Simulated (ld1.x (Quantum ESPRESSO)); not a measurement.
## Cutoff test, Cr, TM

ld1.x (Quantum ESPRESSO) 7.5 input, shortened:

```
&input
   title='Cr', zed=24., rel=1, dft='PBE', iswitch=3,
   config='[Ar] 3d5 4s0.75 4p0.25'
 /
 &inputp
   pseudotype=2, tm=.true., lloc=-1, rcloc=0.65,
   nlcc=.false.
 /
3
3S  1  0   2.00   0.00  0.85  0.85  0.0
3P  2  1   6.00   0.00  1.35  1.35  0.0
3D  3  2   5.00   0.00  1.85  1.85  0.0
 &test
   configts(1)='3s2 3p6 3d5 4s0.75 4p0.25'
 /
```

Occupied shells without a wave of their own: 4p, 4s. They enter only through the test configuration that unscreens the potential.

The pseudo-atom Hamiltonian at the reference potential is diagonalised in spherical Bessel functions j_l(qr) that vanish at 20 bohr, with q² up to the cutoff. All-electron valence levels (Ry): 3s -5.4655, 4s -0.3137, 3p -3.3676, 4p -0.0883, 3d -0.2409.

Problem. How do the lowest levels (Ry) of each channel move with the cutoff, and are there ghosts?

Solution.

```json
{"cutoff (Ry)": "8", "s #1": "-4.8808", "s #2": "-0.2762", "s #3": "-0.0074", "p #1": "-1.5055", "p #2": "-0.0384", "p #3": "0.0568", "d #1": "0.0331", "d #2": "0.1155", "f #1": "0.0897", "f #2": "0.2137", "Σ f·Δε (mRy)": "13773.7"}
{"cutoff (Ry)": "15", "s #1": "-5.0517", "s #2": "-0.3099", "s #3": "-0.0117", "p #1": "-2.5850", "p #2": "-0.0649", "p #3": "0.0413", "d #1": "0.0321", "d #2": "0.1112", "f #1": "0.0897", "f #2": "0.2137", "Σ f·Δε (mRy)": "6918.1"}
{"cutoff (Ry)": "25", "s #1": "-5.0955", "s #2": "-0.3121", "s #3": "-0.0120", "p #1": "-3.1718", "p #2": "-0.0814", "p #3": "0.0348", "d #1": "0.0276", "d #2": "0.0920", "f #1": "0.0897", "f #2": "0.2137", "Σ f·Δε (mRy)": "3281.6"}
{"cutoff (Ry)": "35", "s #1": "-5.2254", "s #2": "-0.3148", "s #3": "-0.0122", "p #1": "-3.3319", "p #2": "-0.0870", "p #3": "0.0328", "d #1": "-0.0621", "d #2": "0.0433", "f #1": "0.0897", "f #2": "0.2137", "Σ f·Δε (mRy)": "1608.9"}
{"cutoff (Ry)": "50", "s #1": "-5.3813", "s #2": "-0.3189", "s #3": "-0.0126", "p #1": "-3.3655", "p #2": "-0.0887", "p #3": "0.0323", "d #1": "-0.2195", "d #2": "0.0385", "f #1": "0.0897", "f #2": "0.2137", "Σ f·Δε (mRy)": "305.1"}
{"cutoff (Ry)": "70", "s #1": "-5.4434", "s #2": "-0.3196", "s #3": "-0.0127", "p #1": "-3.3673", "p #2": "-0.0889", "p #3": "0.0323", "d #1": "-0.2402", "d #2": "0.0383", "f #1": "0.0897", "f #2": "0.2137", "Σ f·Δε (mRy)": "66.1"}
{"cutoff (Ry)": "100", "s #1": "-5.4512", "s #2": "-0.3215", "s #3": "-0.0130", "p #1": "-3.3675", "p #2": "-0.0889", "p #3": "0.0322", "d #1": "-0.2407", "d #2": "0.0383", "f #1": "0.0897", "f #2": "0.2137", "Σ f·Δε (mRy)": "44.9"}
{"cutoff (Ry)": "140", "s #1": "-5.4586", "s #2": "-0.3321", "s #3": "-0.0145", "p #1": "-3.3676", "p #2": "-0.0889", "p #3": "0.0322", "d #1": "-0.2408", "d #2": "0.0383", "f #1": "0.0897", "f #2": "0.2137", "Σ f·Δε (mRy)": "21.3"}
{"cutoff (Ry)": "180", "s #1": "-5.4643", "s #2": "-0.3398", "s #3": "-0.0157", "p #1": "-3.3676", "p #2": "-0.0889", "p #3": "0.0322", "d #1": "-0.2409", "d #2": "0.0383", "f #1": "0.0897", "f #2": "0.2137", "Σ f·Δε (mRy)": "3.9"}
{"cutoff (Ry)": "260", "s #1": "-5.4650", "s #2": "-0.3416", "s #3": "-0.0159", "p #1": "-3.3676", "p #2": "-0.0889", "p #3": "0.0322", "d #1": "-0.2409", "d #2": "0.0383", "f #1": "0.0897", "f #2": "0.2137", "Σ f·Δε (mRy)": "1.1"}
{"cutoff (Ry)": "400", "s #1": "-5.4656", "s #2": "-0.3416", "s #3": "-0.0159", "p #1": "-3.3676", "p #2": "-0.0889", "p #3": "0.0322", "d #1": "-0.2409", "d #2": "0.0383", "f #1": "0.0897", "f #2": "0.2137", "Σ f·Δε (mRy)": "0.0"}
```

Result: no extra level below or beside the all-electron valence levels (s, p, d, f tested); 10 mRy is reached at 180 Ry and 1 mRy at 300 Ry.

The potential misses its own reference levels by up to 0.4 eV. Its largest configuration-test error is +894 meV.
